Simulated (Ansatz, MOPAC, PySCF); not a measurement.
Complex: H2O (SMILES O) (first 3 atoms) with CH3Cl (SMILES CCl); geometry from B3LYP-D3(BJ)/def2-TZVP.
(charge 0, multiplicity 1):
```xyz
8

O      0.145     0.258     0.112
H     -0.437     0.422     0.866
H     -0.417    -0.137    -0.561
C      0.813    -0.918     3.154
Cl    -0.807    -0.133     3.264
H      1.122    -0.886     2.114
H      1.497    -0.358     3.784
H      0.711    -1.940     3.506
```

Monomers are frozen at their geometry in the pair; levels with a basis set take the counterpoise correction.

Rows in 6-31G* carry no dispersion term and start afresh at each structure (6-31G* with six Cartesian d functions). The state that PM3 reach isn't checked.

Run with Ansatz (a program for electronic structure); MOPAC for PM3 (differences of heats of formation); PySCF for 6-31G* rows, the dispersion terms. 

Problem. One of these levels gives -3.94 kcal/mol for the interaction energy. Name it.
(A) PM3
(B) PBE-D3(BJ)/def2-TZVPPD
(C) revPBE/def2-TZVPPD
(D) B3LYP/6-31G*

Solution. B, PBE-D3(BJ)/def2-TZVPPD. The others give -1.83 (PM3), -1.32 (revPBE/def2-TZVPPD), -2.59 (B3LYP/6-31G*)
